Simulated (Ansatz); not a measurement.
Species: 1-methylsilolane, C5H12Si, net charge 0, singlet state. SMILES: C[SiH]1CCCC1
Coordinates optimised at B3LYP-D3(BJ)/def2-TZVP (Ansatz, an electronic-structure program):
```xyz
18

C      2.3856     0.2289     0.2073
Si     0.7427    -0.3192    -0.5158
C     -0.4641     1.1047    -0.8483
C     -1.4922     0.9795     0.2977
C     -1.7358    -0.5120     0.5753
C     -0.3691    -1.2137     0.7328
H      2.9670     0.8011    -0.5187
H      2.9874    -0.6293     0.5145
H      2.2287     0.8598     1.0854
H      1.0001    -1.1326    -1.7346
H     -0.9583     0.9546    -1.8121
H      0.0036     2.0900    -0.8803
H     -2.4259     1.4985     0.0684
H     -1.0874     1.4458     1.2022
H     -2.3724    -0.6541     1.4520
H     -2.2703    -0.9462    -0.2758
H     -0.4373    -2.2923     0.5888
H      0.0210    -1.0511     1.7425
```
Charge 0, spin multiplicity 1.

Wanted: atomisation energy (electronic, to ground-state atoms); the coupled-cluster value holds the core correlation from cc-pwCVTZ, in kJ/mol. Correlated levels leave the core frozen unless marked. Open shells are spin-unrestricted. Spin-orbit coupling is left out. No relativistic terms. Basis-set limits of correlation are two-point, X^-3; Hartree-Fock from the larger set.

Level to compare with: CCSD(T)/CBS(cc-pV(T+d)Z,cc-pV(Q+d)Z) plus the core term (Ansatz), 7094.5 kJ/mol. It is a level with limits of its own, and the differences hold the functionals' basis error too.

Problem. Rank these functionals by how close they come to CCSD(T)/CBS(cc-pV(T+d)Z,cc-pV(Q+d)Z), closest first: PBE0/def2-TZVPD (Ansatz); r2SCAN0/def2-TZVPD (Ansatz); revPBE/def2-TZVPD (Ansatz).

Solution. PBE0/def2-TZVPD (global hybrid, 7076.6 kJ/mol, difference -17.9), r2SCAN0/def2-TZVPD (hybrid meta-GGA, 7021.8 kJ/mol, difference -72.7), revPBE/def2-TZVPD (GGA, 6904.2 kJ/mol, difference -190.3)
